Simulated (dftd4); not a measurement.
H2ISi, doublet, geometry from GFN2-xTB; D4 for pbe in dftd4.

Input for dftd4:
```
$ dftd4 mol.xyz --func pbe --charge 0 --json dftd4.json --noedisp --grad

# file mol.xyz
4

Si    -1.84359992     0.03632497     0.38543371
I      0.57775042    -0.01202724    -0.09551073
H     -2.37465293     1.28448625    -0.13593458
H     -2.43572063    -1.15559223    -0.19806885
```

It wrote (shortened):

```
                    ____  _____ _____     ____  _  _
      -------------|  _ \|  ___|_   _|---|  _ \| || |------------
     |             | | | | |_    | | ___ | | | | || |_           |
     |             | |_| |  _|   | ||___|| |_| |__   _|          |
     |             |____/|_|     |_|     |____/   |_|            |
     |             ===================================           |
     |            E. Caldeweyher, S. Ehlert & S. Grimme          |
     |          Mulliken Center for Theoretical Chemistry        |
     |                    University of Bonn                     |
      -----------------------------------------------------------

Rational (Becke-Johnson) damping: pbe-D4-ATM
---------------------
  s6         1.0000
  s8         0.9595
  s9         1.0000
  a1         0.3857
  a2         4.8069
 alp        16.0000
--------------------

Dispersion energy:      -3.0706757405333E-03 Eh

Gradient norm:           2.3138562920080E-04 Eh/a0
--------------------------------------------------
     #    Z           dE/dx      dE/dy      dE/dz
--------------------------------------------------
     1   14 Si   -6.203E-05  1.378E-06  6.856E-06
     2   53 I     1.938E-04 -4.642E-06 -8.135E-06
     3    1 H    -6.485E-05  4.238E-05  1.677E-06
     4    1 H    -6.689E-05 -3.911E-05 -3.978E-07
--------------------------------------------------

Virial:
--------------------------------------------------
      component           x          y          z
--------------------------------------------------
          x       1.027E-03 -2.000E-05 -3.846E-05
          y      -2.000E-05  1.885E-04  5.596E-06
          z      -3.846E-05  5.596E-06  6.180E-06
--------------------------------------------------

[Info] Dispersion results written to 'dftd4.txt'
[Info] JSON dump of results written to 'dftd4.json'
```
